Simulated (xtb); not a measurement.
xtb input (GFN1-xTB):

```bash
xtb mol.xyz --gfn 1 --sp --chrg 0 --uhf 0
```
mol.xyz:
```
4

F     -0.07492005     2.29929865    -0.02087066
Al    -0.02152756     0.66068136    -0.00599698
Br    -1.93833975    -0.48198954    -0.00333256
Br     1.96560085    -0.35465462     0.01092675
```

Output:

```
           -------------------------------------------------
          |                Calculation Setup                |
           -------------------------------------------------

           -------------------------------------------------
          |                 G F N 1 - x T B                 |
           -------------------------------------------------

        Reference                      10.1021/acs.jctc.7b00118
      * Hamiltonian:
        H0-scaling (s, p, d)           1.850000    2.250000    2.000000
        zeta-weighting                 0.000000
      * Dispersion:
        s8                             2.400000
        a1                             0.630000
        a2                             5.000000
        s9                             0.000000
      * Repulsion:
        kExp                           1.500000
        rExp                           1.000000
      * Coulomb:
        alpha                          2.000000
        third order                    atomic
        anisotropic                    false
      * Halogen bond correction:
        rad-scale                      1.300000
        damping                        0.440000

          ...................................................
          :                      SETUP                      :
          :.................................................:
          :  # basis functions                  34          :
          :  # atomic orbitals                  31          :
          :  # shells                           11          :
          :  # electrons                        24          :
          :  # halogen bonds                     0          :
          :  max. iterations                   250          :
          :  Hamiltonian                  GFN1-xTB          :
          :  restarted?                      false          :
          :  GBSA solvation                  false          :
          :  PC potential                    false          :
          :  electronic temp.          300.0000000     K    :
          :  accuracy                    1.0000000          :
          :  -> integral cutoff          0.2500000E+02      :
          :  -> integral neglect         0.1000000E-07      :
          :  -> SCF convergence          0.1000000E-05 Eh   :
          :  -> wf. convergence          0.2000000E-04 e    :
          :  Broyden damping             0.4000000          :
          :  net charge                          0          :
          :  unpaired electrons                  0          :
          ...................................................

 iter      E             dE          RMSdq      gap      omega  full diag
   1    -14.4002006 -0.144002E+02  0.578E+00    4.06       0.0  T
   2    -14.4185197 -0.183190E-01  0.414E+00    5.03       1.0  T
   3    -14.4302872 -0.117676E-01  0.214E+00    4.34       1.0  T
   4    -14.4392097 -0.892243E-02  0.600E-02    4.60       1.0  T
   5    -14.4392127 -0.300993E-05  0.255E-03    4.60      19.6  T
   6    -14.4392127  0.511416E-08  0.182E-03    4.60      27.4  T
   7    -14.4392127 -0.129867E-07  0.391E-05    4.60    1279.4  T
   8    -14.4392127 -0.622791E-11  0.239E-06    4.60   20961.5  T

   *** convergence criteria satisfied after 8 iterations ***

         #    Occupation            Energy/Eh            Energy/eV
      -------------------------------------------------------------
         1        2.0000           -0.8076165             -21.9764
       ...           ...                  ...                  ...
         6        2.0000           -0.5130957             -13.9620
         7        2.0000           -0.5076683             -13.8144
         8        2.0000           -0.4812526             -13.0956
         9        2.0000           -0.4798628             -13.0577
        10        2.0000           -0.4768872             -12.9768
        11        2.0000           -0.4765421             -12.9674
        12        2.0000           -0.4666273             -12.6976 (HOMO)
        13                         -0.2975091              -8.0956 (LUMO)
        14                         -0.1676503              -4.5620
        15                         -0.1385044              -3.7689
        16                         -0.1297215              -3.5299
        17                         -0.1272902              -3.4637
       ...                                ...                  ...
        31                          0.8985859              24.4518
      -------------------------------------------------------------
                  HL-Gap            0.1691182 Eh            4.6019 eV
             Fermi-level           -0.3820682 Eh          -10.3966 eV

 SCC (total)                   0 d,  0 h,  0 min,  0.005 sec
 SCC setup                      ...        0 min,  0.000 sec (  1.232%)
 Dispersion                     ...        0 min,  0.000 sec (  0.564%)
 classical contributions        ...        0 min,  0.000 sec (  0.191%)
 integral evaluation            ...        0 min,  0.001 sec ( 29.527%)
 iterations                     ...        0 min,  0.001 sec ( 26.086%)
 molecular gradient             ...        0 min,  0.002 sec ( 40.405%)
 printout                       ...        0 min,  0.000 sec (  1.862%)

         :::::::::::::::::::::::::::::::::::::::::::::::::::::
         ::                     SUMMARY                     ::
         :::::::::::::::::::::::::::::::::::::::::::::::::::::
         :: total energy             -14.397252303670 Eh    ::
         :: gradient norm              0.026326940108 Eh/a0 ::
         :: HOMO-LUMO gap              4.601940248697 eV    ::
         ::.................................................::
         :: SCC energy               -14.439212699969 Eh    ::
         :: -> electrostatic           0.027017220702 Eh    ::
         :: repulsion energy           0.043352930263 Eh    ::
         :: dispersion energy         -0.001392533965 Eh    ::
         :: halogen bond corr.         0.000000000000 Eh    ::
         :: add. restraining           0.000000000000 Eh    ::
         :: total charge              -0.000000000000 e     ::
         :::::::::::::::::::::::::::::::::::::::::::::::::::::

           -------------------------------------------------
          |                Property Printout                |
           -------------------------------------------------

    * Orbital Energies and Occupations

         #    Occupation            Energy/Eh            Energy/eV
      -------------------------------------------------------------
         1        2.0000           -0.8076165             -21.9764
         2        2.0000           -0.7433588             -20.2278
         3        2.0000           -0.7347882             -19.9946
         4        2.0000           -0.5446149             -14.8197
         5        2.0000           -0.5181324             -14.0991
         6        2.0000           -0.5130957             -13.9620
         7        2.0000           -0.5076683             -13.8144
         8        2.0000           -0.4812526             -13.0956
         9        2.0000           -0.4798628             -13.0577
        10        2.0000           -0.4768872             -12.9768
        11        2.0000           -0.4765421             -12.9674
        12        2.0000           -0.4666273             -12.6976 (HOMO)
        13                         -0.2975091              -8.0956 (LUMO)
        14                         -0.1676503              -4.5620
        15                         -0.1385044              -3.7689
        16                         -0.1297215              -3.5299
        17                         -0.1272902              -3.4637
        18                         -0.1256224              -3.4184
Note: The following floating-point exceptions are signalling: IEEE_DENORMAL
normal termination of xtb
        19                         -0.1236755              -3.3654
        20                         -0.1177873              -3.2052
        21                         -0.1139124              -3.0997
        22                         -0.1048549              -2.8532
        23                         -0.0396779              -1.0797
       ...                                ...                  ...
        31                          0.8985859              24.4518
      -------------------------------------------------------------
                  HL-Gap            0.1691182 Eh            4.6019 eV
             Fermi-level           -0.3820682 Eh          -10.3966 eV

  Mulliken/CM5 charges         n(s)   n(p)   n(d)
     1F    -0.34508 -0.33043   1.775  5.570  0.000
     2Al    0.45705  0.31268   0.930  0.957  0.656
     3Br   -0.05598  0.00887   1.892  5.178 -0.015
     4Br   -0.05598  0.00887   1.892  5.178 -0.015

Wiberg/Mayer (AO) data.
largest (>0.10) Wiberg bond orders for each atom

 ---------------------------------------------------------------------------
     #   Z sym  total        # sym  WBO       # sym  WBO       # sym  WBO
 ---------------------------------------------------------------------------
     1   9 F    1.154 --     2 Al   1.059
     2  13 Al   3.778 --     3 Br   1.359     4 Br   1.359     1 F    1.059
     3  35 Br   1.493 --     2 Al   1.359
     4  35 Br   1.493 --     2 Al   1.359
 ---------------------------------------------------------------------------

Topologies differ in total number of bonds
Writing topology from bond orders to xtbtopo.mol

 dipole moment from electron density (au)
     X       Y       Z
   0.0052  -0.1604   0.0015  total (Debye):    0.408

           -------------------------------------------------
          | TOTAL ENERGY              -14.397252303670 Eh   |
          | GRADIENT NORM               0.026326940108 Eh/α |
          | HOMO-LUMO GAP               4.601940248697 eV   |
           -------------------------------------------------

------------------------------------------------------------------------
------------------------------------------------------------------------
 total:
 SCF:
```
